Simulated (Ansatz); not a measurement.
Reaction (formal exchange of groups at a B–Si bond): `CB[SiH2]C` + `CSC` → `CBCSC` + `C[SiH3]`

Isolated molecules relaxed with PBE0-D4/def2-TZVP in Ansatz; ΔE leaves out vibrations. CCSD(T)/CBS adds triple-zeta CCSD(T) − MP2 to the extrapolated MP2 energy (def2 sets, frozen cores). This one scheme is used for every species. DFT in def2-TZVPP. B3LYP here is the variant with VWN-RPA as its local correlation; programs differ in this. One conformer a species, not always the lowest.

| level | ΔE (kJ/mol) | difference from CCSD(T)/CBS |
| --- | --- | --- |
| PBE-D4 | -27.1 | 6.4 |
| r2SCAN-D4 | -32.7 | 0.8 |
| PBE0-D4 | -29.5 | 4.0 |
| B3LYP-D4 | -32.8 | 0.7 |
| ωB97X-V | -32.9 | 0.6 |
| ωB97M-V | -37.2 | -3.7 |
| B2PLYP | -34.2 | -0.7 |
| PBE | -26.0 | 7.5 |
| r2SCAN | -32.4 | 1.1 |
| PBE0 | -28.6 | 4.9 |
| B3LYP | -30.9 | 2.6 |
| HF/def2-TZVPP | -35.0 | -1.5 |
| MP2/def2-TZVPP | -39.6 | -6.1 |
| SCS-MP2/def2-TZVPP | -37.5 | -4.0 |
| CCSD/def2-TZVPP | -33.1 | 0.4 |
| CCSD(T)/def2-TZVPP | -33.4 | 0.1 |
| HF/def2-QZVPP | -35.2 | -1.7 |
| MP2/def2-QZVPP | -39.7 | -6.2 |
| SCS-MP2/def2-QZVPP | -37.5 | -4.0 |
| HF/CBS(def2) | -35.3 | -1.8 |
| MP2/CBS(def2) | -39.7 | -6.2 |
| CCSD/CBS(def2) | -33.2 | 0.3 |
| CCSD(T)/CBS | -33.5 | 0 |

Largest T1 diagnostic among the species: 0.011.
